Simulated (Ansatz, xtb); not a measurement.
C6H12HgNO4−: where a starting geometry ends

The starting geometry of this gas-phase singlet was built from a drawn formula by distance geometry and a force field; its bonds are those of `C[C](=O)[Hg-]([OH])[O]C(=O)CN(C)C`.

```xyz
24

C     0.3326   -3.5982   -0.2156
C     0.9994   -2.8925    0.9403
C     0.2585    1.6258   -0.3164
C    -0.3993    2.4405   -1.3590
C    -0.6555    2.6880   -3.7651
C     1.5097    2.9161   -2.7687
Hg    1.1344   -0.8237    1.0637
N     0.2183    2.2489   -2.6659
O     1.5888   -3.6016    1.7716
O     2.0557    0.0339    2.5337
O     0.2368    0.2548   -0.3492
O     0.8408    2.2116    0.6312
H     1.0124   -4.2096   -0.7334
H    -0.1164   -2.8338   -0.8580
H    -0.4816   -4.2030    0.1753
H     3.0073    0.1441    2.1784
H    -1.4827    2.0769   -1.4519
H    -0.4076    3.5059   -1.1082
H    -1.5976    2.0969   -3.7615
H    -0.1252    2.4811   -4.7658
H    -0.8682    3.7813   -3.6748
H     1.9901    2.6556   -3.7146
H     2.1961    2.5584   -1.9613
H     1.4098    4.0552   -2.6788
```

**Question.** Where would you expect an optimisation with r2SCAN-D4/def2-SVPD to take it?

**Answer.** It loosens into C2H4HgO2 + C4H8NO2, which stay close as a complex (formulas without charges). Contacts that open: Hg7–O11 (1.99 → 2.63 Å).

The energy falls by 3.16 eV over 55 steps:

| step | E − E(last) (eV) |
| --- | --- |
| 1 | 3.163 |
| 7 | 0.674 |
| 13 | 0.173 |
| 19 | 0.120 |
| 25 | 0.070 |
| 31 | 0.034 |
| 37 | 0.013 |
| 43 | 0.002 |
| 49 | 0.000 |
| 55 | 0.000 |

Final geometry (Å):

```csv
atom,x (Å),y (Å),z (Å)
C,0.6940,-2.6835,-0.7132
C,1.6036,-2.7346,0.4883
C,0.3496,1.5891,-0.0055
C,-0.1387,2.4491,-1.1981
C,-0.7629,2.6567,-3.4964
C,1.3128,1.6268,-2.9341
Hg,1.3831,-1.1003,1.8079
N,-0.0571,1.8572,-2.5242
O,2.4149,-3.6263,0.6449
O,1.2259,0.3987,3.1608
O,0.7134,0.4029,-0.2399
O,0.3149,2.1742,1.0989
H,0.9220,-3.4988,-1.4166
H,0.7673,-1.6883,-1.1816
H,-0.3499,-2.7565,-0.3650
H,0.9000,1.1271,2.5866
H,-1.1931,2.6889,-0.9864
H,0.4109,3.4194,-1.1468
H,-1.8181,2.7660,-3.2035
H,-0.7264,2.1702,-4.4843
H,-0.3339,3.6840,-3.6103
H,1.3307,1.1144,-3.9086
H,1.8087,0.9943,-2.1891
H,1.8851,2.5819,-3.0376
```

From the same start GFN2-xTB reaches the same bonding as this run.

The end wasn't checked by frequencies. Atoms past krypton carry core potentials, without spin–orbit terms. Run with Ansatz 0.2.0, 7.6 min on 8 threads of Intel(R) Xeon(R) Platinum 8375C CPU @ 2.90GHz (Ice Lake), with other jobs on the host.
